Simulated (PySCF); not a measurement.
Compound: C3H2F2N2OSe.
Numbering: `[F:1][CH:2]([F:3])[O:4][c:5]1[cH:6][n:7][se:8][n:9]1` (hydrogens: H10 on C2; H11 on C6)

Geometry (PBE0-D3(BJ)/def2-SVP, Å), atoms numbered from 1 in this order:
```xyz
11
C3H2F2N2OSe angstrom
F      2.460   -0.989    1.125
C      1.556   -0.011    1.084
F      1.441    0.497    2.313
O      0.348   -0.578    0.728
C     -0.377   -0.005   -0.251
C     -1.624   -0.629   -0.646
N     -2.271   -0.035   -1.601
Se    -1.317    1.416   -2.087
N     -0.031    1.075   -0.876
H      1.862    0.773    0.376
H     -2.010   -1.542   -0.182
```

Level: PBE0/def2-SVPD in PySCF, non-relativistic, on one gas-phase PBE0-D3(BJ)/def2-SVP geometry that isn't relaxed in the solvent. The solvent is an IEF-PCM continuum (van der Waals radii × 1.2), and excitations are vertical TDDFT with non-equilibrium linear response and a frozen core. Only the electrostatic response of the medium enters. Spin–orbit coupling is left out although an atom past zinc is present.

| run | E − E(gas) (kcal/mol) | HOMO (eV) | HOMO–LUMO gap (eV) | dipole (D) | lowest singlet (eV) | static polarisability (au) |
| --- | --- | --- | --- | --- | --- | --- |
| gas | 0.00 | -7.52 | 5.43 | 1.45 | 4.70 | 77.9 |
| P | -4.82 | -7.31 | 5.41 | 1.65 | 4.63 | 105.7 |
| Q | -3.51 | -7.35 | 5.42 | 1.60 | 4.61 | 96.8 |

Task: The runs were made in chloroform and methanol. Which run belongs to which solvent?

Result: P = methanol, Q = chloroform. The dielectric constants are 4.711 (chloroform), 32.61 (methanol), and the energy falls further as ε rises. The optical constants n² used for the excitations are 2.09, 1.77 in the same order. In this model the ground state sees the solvent through ε alone.

Task: How constant is the ratio of the lowering to (ε − 1)/(2ε + 1)?

Result: 
| solvent | (ε − 1)/(2ε + 1) | E − E(gas) (kcal/mol) | ratio (kcal/mol) | polarisation term (kcal/mol) |
| --- | --- | --- | --- | --- |
| chloroform | 0.356 | -3.51 | -9.9 | -3.79 |
| methanol | 0.477 | -4.82 | -10.1 | -5.35 |

The ratio changes by +2.3 % in size from chloroform to methanol. The polarisation term is half the interaction of the solute with the induced surface charges.
